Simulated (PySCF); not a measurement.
Input for PySCF: R-HF/STO-3G on H2O (SMILES O).

```python
from pyscf import gto, scf, dft, mp
from pyscf.data.elements import chemcore

mol = gto.M(
    atom='''
    O     0.10057976    0.11061062    2.99652586
    H     0.84536057   -0.50681310    2.97044477
    H    -0.64738117   -0.36728097    3.38221491
    ''',
    basis='sto-3g',
    charge=0, spin=0, verbose=3, max_memory=1800)
mf = scf.RHF(mol)
mf.conv_tol = 1e-8
mf.max_cycle = 100
mf.kernel()
if not mf.converged:
    mf = mf.newton().run(mf.mo_coeff, mf.mo_occ)
```

The log:

```
converged SCF energy = -74.9631310701059
```

The calculation finished and met its thresholds.

Cost: very roughly 0.04 core-seconds.
